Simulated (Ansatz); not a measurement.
`C#CB(O)F` + `CC1=CC(C)=[O+][Ti-]([OH])([OH])([OH])[O]1` → `CC1=CC(C)=[O+][B-](O)(F)O1` + `C#[C][Ti]([OH])([OH])[OH]`  (redistribution)

Computed with Ansatz on PBE0-D4/def2-TZVP structures; ΔE is electronic, products minus reactants. CBS: MP2 limit from def2 TZ/QZ plus the TZ coupled-cluster correction, frozen cores. DFT in def2-TZVPP. HSE06 is defined as in plane-wave codes. For Ti outer-core shells are correlated without core-valence functions, which leaves a few kJ/mol of doubt a bond. Scalar relativity is left out up to krypton. One conformer a species, not always the lowest.

`C#CB(O)F`:

```xyz
7

C     0.724    0.025    1.677
C     0.437    0.003    0.508
B     0.029   -0.025   -0.969
O    -1.257   -0.005   -1.372
F     0.959   -0.069   -1.909
H     0.990    0.044    2.709
H    -1.881    0.027   -0.643
```

`CC1=CC(C)=[O+][Ti-]([OH])([OH])([OH])[O]1`:

Cartesian coordinates in Å:
```
C -2.736 0.154 1.165
C -1.360 0.012 0.594
C -0.520 -1.021 1.035
C 0.752 -1.197 0.518
C 1.619 -2.322 0.977
O 1.269 -0.438 -0.369
Ti 0.779 1.238 -1.272
O -0.352 1.638 -2.651
O 2.221 1.144 -2.358
O 1.134 2.633 -0.182
O -1.028 0.849 -0.286
H -3.468 0.076 0.357
H -2.838 1.153 1.595
H -2.952 -0.595 1.924
H -0.882 -1.708 1.786
H 1.896 -2.935 0.116
H 1.130 -2.943 1.726
H 2.546 -1.914 1.388
H -1.285 1.710 -2.436
H 2.180 1.266 -3.309
H 1.897 3.199 -0.320
```

`CC1=CC(C)=[O+][B-](O)(F)O1`:

Cartesian coordinates in Å:
```
C 2.394 -0.234 1.188
C 1.006 -0.046 0.692
C 0.712 0.094 -0.659
C -0.621 0.075 -1.050
C -1.032 0.021 -2.477
O -1.576 0.068 -0.200
B -1.338 0.408 1.279
O -2.264 -0.222 2.101
F -1.349 1.770 1.383
O 0.093 -0.056 1.586
H 2.440 -1.138 1.800
H 2.652 0.605 1.839
H 3.115 -0.300 0.376
H 1.500 0.093 -1.396
H -0.177 -0.059 -3.146
H -1.703 -0.827 -2.629
H -1.599 0.925 -2.714
H -2.252 -1.176 2.026
```

`C#[C][Ti]([OH])([OH])[OH]`:

Cartesian coordinates in Å:
```
C 1.955 -1.629 0.733
C 1.099 -0.839 0.390
Ti -0.350 0.490 -0.182
O -0.968 1.236 1.315
O -1.560 -0.464 -1.066
O 0.378 1.748 -1.223
H 2.711 -2.319 1.034
H -1.309 0.901 2.144
H -2.391 -0.926 -0.967
H 0.434 1.801 -2.179
```

Task: Is it downhill or uphill in electronic energy at CCSD(T)/CBS, and by how much? (Estimate.)

Result: Computed: Uphill: ΔE = +0.55 eV.

Task: What do these levels give: revPBE-D4, B97M-V, HSE06-D4, BHLYP-D4, revPBE, r2SCAN, BHLYP, CCSD/def2-SVP, CCSD(T)/def2-SVP, HF/def2-TZVPP, MP2/def2-QZVPP, MP2/CBS(def2)? (An estimate is asked.)

Result: Ansatz gave: revPBE-D4 0.56, B97M-V 0.57, HSE06-D4 0.45, BHLYP-D4 0.53, revPBE 0.51, r2SCAN 0.53, BHLYP 0.48, CCSD/def2-SVP 0.49, CCSD(T)/def2-SVP 0.51, HF/def2-TZVPP 0.49, MP2/def2-QZVPP 0.49, MP2/CBS(def2) 0.51 eV.

Largest T1 diagnostic among the species: 0.024, so the coupled-cluster value is less sure than usual.

The D4 term adds +0.05 eV with B3LYP and +0.03 eV with PBE0; it sums over pairs of atoms, weighted by their polarisabilities, and B3LYP, whose exchange is more repulsive, gets the larger term. From BLYP to BHLYP (50 % exact exchange), in def2-TZVPP and without D4, ΔE moves by −0.13 eV.

B3LYP here is the variant with VWN-RPA as its local correlation; programs differ in this.
